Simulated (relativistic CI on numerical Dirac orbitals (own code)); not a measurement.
Values are calculated unless marked as measured or tabulated.
## Quantum defects of the np series of Ga2+

Problem. The np 2P° levels with J = 1/2 of Ga2+ lie at 4p: 65169.4, 5p: 160765.6, 6p: 196324.6 cm⁻¹ (Shirai, Reader, Kramida and Sugar, J. Phys. Chem. Ref. Data 36, 509 (2007)), and the ionisation limit at 247820.0 cm⁻¹ (NIST ASD). Find the quantum defects and predict 7p.

Working.
1. The outer electron sees the charge z = 3; R = 109736.44 cm⁻¹ for this mass. The binding energy T = limit − E defines n* = z√(R/T).
2. Values: 4p: T = 182650.6, n* = 2.3253, δ = n − n* = 1.6747; 5p: T = 87054.4, n* = 3.3682, δ = n − n* = 1.6318; 6p: T = 51495.4, n* = 4.3794, δ = n − n* = 1.6206.
3. With δ held at 1.6206: E(7p) = limit − Rz²/(7 − δ)² = 213690.6 cm⁻¹.
4. The Ritz form δ = δ₀ + a/n*² through the last two members has a = 0.3097 and δ₀ = 1.6045, so with n* ≈ 7 − 1.6206, δ(7) = 1.6152 and E = 213759.6 cm⁻¹.

Check. The measured level is 213736.0 cm⁻¹ (δ = 1.6170), so the two predictions miss by -45.4 and 23.6 cm⁻¹. The defect is large because this electron penetrates the core.
